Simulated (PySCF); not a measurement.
Level of theory: PBE-D3(BJ)/def2-TZVP // PBE0-D3(BJ)/def2-SVP run with PySCF. All species are isolated molecules in the gas phase. One relaxed conformer stands for a flexible species; it need not be the lowest. 

Reference species (SMILES): `[C@]12(CC[C@H](C2)CC1)[SiH3]` (neutral, multiplicity 1).

```
Item              Value
-------------  --------
HOMO–LUMO gap   6.72 eV
LUMO           -0.16 eV
```

Changed species: `[SiH3][C@H]1[C@H]2CC[C@@H]1CC2`.

Predict the effect on the HOMO–LUMO gap and LUMO.

the HOMO–LUMO gap rises by 0.04 eV, to 6.76 eV; the LUMO is nearly the same.
